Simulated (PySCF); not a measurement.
5-methylidene-2H-1,3-oxazole (C4H5NO), SMILES C=C1C=NCO1.

Geometry optimised at ωB97X-D3(BJ)/def2-SVP. The values are those of a single conformer.

Method: SMD-M06-2X/def2-SVP in PySCF.

Solvation free energies are E(SMD) − E(gas) at the gas-phase geometry, for 1 M in both phases. In vacuum the dipole moment is 0.44 D.

Q: Rank water, chloroform, acetone by solvation free energy, most negative first.

A: water (-6.8 kcal/mol), acetone (-5.4 kcal/mol), chloroform (-4.7 kcal/mol)
